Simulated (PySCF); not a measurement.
Point-charge models of `COC[SiH2]C` against its computed dipole.

Coordinates (PBE0-D3(BJ)/def2-SVP, Å) and charges (e) from the PBE0/pcSseg-1 density (PySCF):

| atom | x | y | z | Mulliken | IAO | Hirshfeld | ESP-fitted |
| --- | --- | --- | --- | --- | --- | --- | --- |
| C1 | 2.431 | -0.432 | 0.015 | -0.0309 | -0.1896 | -0.0391 | -0.1974 |
| O2 | 1.170 | 0.159 | -0.028 | -0.5119 | -0.3825 | -0.1388 | -0.2149 |
| C3 | 0.287 | -0.319 | 0.952 | -0.2504 | -0.3269 | -0.0881 | -0.2298 |
| Si4 | -1.361 | 0.595 | 0.724 | +0.6445 | +0.7839 | +0.3399 | +0.5774 |
| C5 | -1.969 | 0.347 | -1.033 | -0.6332 | -0.7117 | -0.2102 | -0.5372 |
| H6 | 2.940 | -0.251 | 0.983 | +0.0873 | +0.1159 | +0.0338 | +0.0976 |
| H7 | 2.380 | -1.528 | -0.142 | +0.0858 | +0.1151 | +0.0332 | +0.0942 |
| H8 | 3.041 | 0.008 | -0.788 | +0.1214 | +0.1524 | +0.0488 | +0.1183 |
| H9 | 0.687 | -0.159 | 1.976 | +0.1191 | +0.1198 | +0.0310 | +0.0927 |
| H10 | 0.128 | -1.415 | 0.852 | +0.1165 | +0.1154 | +0.0294 | +0.1054 |
| H11 | -1.157 | 2.049 | 1.009 | -0.0860 | -0.1255 | -0.0835 | -0.1421 |
| H12 | -2.339 | 0.054 | 1.723 | -0.0995 | -0.1343 | -0.0871 | -0.1626 |
| H13 | -2.170 | -0.718 | -1.231 | +0.1394 | +0.1512 | +0.0426 | +0.1371 |
| H14 | -1.191 | 0.685 | -1.734 | +0.1540 | +0.1628 | +0.0445 | +0.1249 |
| H15 | -2.891 | 0.914 | -1.230 | +0.1438 | +0.1541 | +0.0437 | +0.1362 |

**Question.** Compute μ = Σ q r for each scheme (1 e·Å = 4.803 D) and compare with the dipole of the full density.

**Answer.** The full density gives (0.61, -1.12, 0.18) D, 1.28 D in size; dipole vectors point from the negative to the positive end.

| scheme | μx | μy | μz | size (D) | share of the full size (%) | angle to the full dipole (°) |
| --- | --- | --- | --- | --- | --- | --- |
| Mulliken | -0.09 | -0.99 | 1.61 | 1.89 | 147 | 57 |
| IAO | 0.00 | -0.78 | 1.42 | 1.62 | 126 | 57 |
| Hirshfeld | 0.24 | -0.43 | 0.20 | 0.53 | 41 | 14 |
| ESP-fitted | 0.61 | -1.15 | 0.21 | 1.31 | 102 | 1 |

**Question.** Which set comes closest?

**Answer.** Length of the difference vector: ESP-fitted 0.04 D, Hirshfeld 0.78 D, IAO 1.43 D, Mulliken 1.60 D. Closest: ESP-fitted. ESP charges are fitted to the potential around the molecule, whose slowest-falling term is the dipole's. The schemes that divide the density aren't constrained to reproduce the dipole.

**Question.** What is left for the Hirshfeld atoms' own dipoles?

**Answer.** The shares of the density sum to the whole, so what Σ q r misses lies in dipoles about the nuclei. The atomic dipoles sum to (0.61, -1.12, 0.18) − (0.24, -0.43, 0.20) = (0.37, -0.69, -0.02) D, 0.78 D in size.

**Question.** With the origin at the mean of the coordinates, (-0.001, -0.001, 0.136) Å, which are the largest single terms, by size, of the IAO dipole along the direction of the full one?

**Answer.** C5 +4.76, Si4 -4.07, H15 -1.74, C1 -1.37, H7 +1.34 D; all 15 atoms together +0.87 D. The single terms depend on the origin, their sum doesn't.

**Question.** Give the size of the full dipole in other units.

**Answer.** 1.28 D = 0.505 au = 0.267 e·Å = 4.28 × 10⁻³⁰ C·m.

Geometry: PBE0-D3(BJ)/def2-SVP, one conformer, isolated molecule.

Conformer computed: `[CH3:1][O:2][CH2:3][SiH2:4][CH3:5]`: C1–O2–C3–Si4 180°, O2–C3–Si4–C5 56°.
